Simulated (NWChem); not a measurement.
Species: SiH4SeO2; SMILES O[SiH](O)[SeH]

```xyz
8

Si    -0.0086    -1.0015     0.3801
O     -1.4329    -1.5728    -0.2367
O      1.3660    -1.6637    -0.2620
Se    -0.0207     1.2523    -0.0318
H      0.0015    -1.3725     1.8074
H     -1.6853    -1.2932    -1.1218
H      1.6180    -1.3807    -1.1466
H      1.4239     1.3809     0.2101
```
Atoms are numbered in this order, from 1.

All runs: NWChem. All runs use the structure optimised with PBE0/def2-SVP. B3LYP is NWChem's, with the RPA form of VWN correlation. Ions are spin-unrestricted doublets at the neutral geometry; other ion states weren't tried.

```
level                                 vertical ionisation energy, ΔSCF (eV)  −ε(HOMO) (eV)  ΔSCF minus −ε(HOMO) (eV)
------------------------------------  -------------------------------------  -------------  ------------------------
B3LYP/def2-SVP                                                         9.52           6.84                      2.68
PBE/def2-SVP                                                            ___            ___                       ___
Hartree-Fock/def2-SVP                                                  8.75           9.88                     -1.13
CAM-B3LYP/def2-SVP                                                     9.58           8.39                      1.19
LDA (Slater exchange, VWN5)/def2-SVP                                   9.51           6.01                      3.50
```

**Question.** Complete the blanks.

**Answer.** 
- PBE/def2-SVP, vertical ionisation energy, ΔSCF (eV): 9.31
- PBE/def2-SVP, −ε(HOMO) (eV): 5.89
- PBE/def2-SVP, ΔSCF minus −ε(HOMO) (eV): 3.42
